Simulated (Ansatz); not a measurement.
Species: sum formula HSiO, net charge 0, doublet state. It need not be the lowest isomer of its formula. SMILES: O[Si]
Coordinates optimised at B3LYP-D3(BJ)/def2-TZVP (Ansatz, a first-principles code):
```xyz
3

Si    -0.4756    -0.2396    -0.4065
O      0.7270     0.2681     0.6132
H      0.8420     1.2098     0.7857
```
Charge 0, spin multiplicity 2.

Quantity: vertical electron affinity (to the triplet state of charge -1; a negative value means that the extra electron is unbound and the number depends on the basis; each state is the SCF solution reached for its spin), in eV. Cores are frozen in the correlated levels unless marked. Open shells are spin-unrestricted. No spin-orbit coupling. No relativistic terms. Anions need diffuse functions: def2-D sets add few. CBS(X,Y): correlation extrapolated as X^-3; Hartree-Fock from the larger set.

| level | program | vertical electron affinity (eV) |
|---|---|---|
| PBE/def2-TZVPD | Ansatz | 0.19 |
| r2SCAN/def2-TZVPD | Ansatz | ? |
| CCSD(T)/CBS(def2-TZVPPD,def2-QZVPPD) | Ansatz | ? |

Task: Fill in the missing entries.

Result: 
- r2SCAN/def2-TZVPD, vertical electron affinity (eV): 0.30
- CCSD(T)/CBS(def2-TZVPPD,def2-QZVPPD), vertical electron affinity (eV): 0.26
